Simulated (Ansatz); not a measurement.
`C[O][Ti]([F])([F])[F]` + H₂S → `[F][Ti]([F])([F])[SH]` + CH₃OH at 400 K and 1 bar (ligand exchange at a Ti–O bond).

Computed with Ansatz on PBE0-D4/def2-TZVP structures; ΔE is electronic, products minus reactants. CCSD(T)/CBS is the MP2 limit (def2-TZVPP, def2-QZVPP) plus CCSD(T) − MP2 in def2-TZVPP, frozen cores. This one scheme is used for every species. For Ti outer-core shells are correlated without core-valence functions, which leaves a few kJ/mol of doubt a bond. Scalar relativity is left out up to krypton. Each species was taken in one conformer, which may not be the lowest.

```json
{"species": "`C[O][Ti]([F])([F])[F]`", "CCSD(T)/CBS energy (Eh)": "-1263.58612", "H − E (kJ/mol)": "165.3", "S (J/(mol·K))": "424.1"}
{"species": "H₂S", "CCSD(T)/CBS energy (Eh)": "-398.97279", "H − E (kJ/mol)": "53.4", "S (J/(mol·K))": "215.9"}
{"species": "`[F][Ti]([F])([F])[SH]`", "CCSD(T)/CBS energy (Eh)": "-1546.91893", "H − E (kJ/mol)": "74.1", "S (J/(mol·K))": "389.0"}
{"species": "CH₃OH", "CCSD(T)/CBS energy (Eh)": "-115.61712", "H − E (kJ/mol)": "151.2", "S (J/(mol·K))": "252.6"}
```

H − E and S are ideal-gas, rigid-rotor, harmonic terms from PBE0-D4/def2-TZVP, for one conformer and one mirror image of each species. 1 Eh = 2625.50 kJ/mol, R = 8.31446 J/(mol·K).

By hand: ΔE, ΔH, ΔS and ΔG.

ΔE = (-1546.91893) + (-115.61712) − (-1263.58612) − (-398.97279) = 0.02286 Eh = 60.0 kJ/mol. Δ(H − E) = 74.1 + 151.2 − 165.3 − 53.4 = 6.6, so ΔH = 66.6 kJ/mol. ΔS = 389.0 + 252.6 − 424.1 − 215.9 = 1.6 J/(mol·K). ΔG = 66.6 − 400 × (1.6)/1000 = 66.0 kJ/mol.

By hand: the equilibrium constant, and the temperature at which ΔG would vanish if ΔH and ΔS stayed fixed.

log₁₀ K = −ΔG/(RT ln 10) = -8.6. ΔG = 0 at ΔH/ΔS = 41625 K, far beyond where these terms or the molecules hold.

The number of gas molecules stays the same, so ΔS is small and ΔH decides. A doubt of 5 kJ/mol in ΔE shifts log₁₀ K by 0.7 here. Other conformers and mirror images would add mixing entropy, several J/(mol·K) or more a flexible species. Modes under 60 cm⁻¹, often nearly free rotors, make the harmonic entropy too high. These are equilibria of isolated gas molecules and say nothing of rates. Largest T1 diagnostic: 0.025 (customary marks: 0.02 for closed shells, 0.045 for open ones).
